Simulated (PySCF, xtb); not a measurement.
BeH₂, SMILES [BeH2].

GFN2-xTB (xtb) at its own geometry gives an orbital gap of 6.06 eV and a dipole moment of 0.00 D.

Geometry optimised at PBE0-D3(BJ)/def2-TZVPD. The isomer is the one that the SMILES or the coordinates give; other isomers of the formula were not compared.

Task: What does HF/def2-TZVPD run with PySCF give? (An estimate is asked for; the answer gives what the named calculation found.)

Result: gap 13.27 eV (levels -12.18 and 1.09 eV), dipole 0.00 D.
